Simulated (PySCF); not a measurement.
Computed shifts of a molecule C₃H₈OSe, PBE/pcSseg-1 run with PySCF, GIAO, gas phase, equivalent atoms averaged, in ppm (number of nuclei): ¹³C: 74.3 (1), 47.2 (1), 19.4 (1). ¹H: 4.19 (1), 4.03 (3), 2.54 (1), 1.92 (3). References: ⁷⁷Se against Me2Se (σ = 1634.8 ppm); ¹³C against TMS (σ = 182.0 ppm); ¹H against TMS (σ = 31.49 ppm); ¹⁷O against H2O (σ = 334.3 ppm), references at their B3LYP-D3(BJ)/def2-TZVP geometries, non-relativistic. Geometry: TPSSh-D3(BJ)/def2-SVP. The values are those of a single conformer.

Task: Pick the molecule that these values belong to.
A) C[C@H](O)C[SeH]
B) OCCC[SeH]
C) CC[Se]OC
D) C[C@@H]([SeH])CO

Result: C, CC[Se]OC
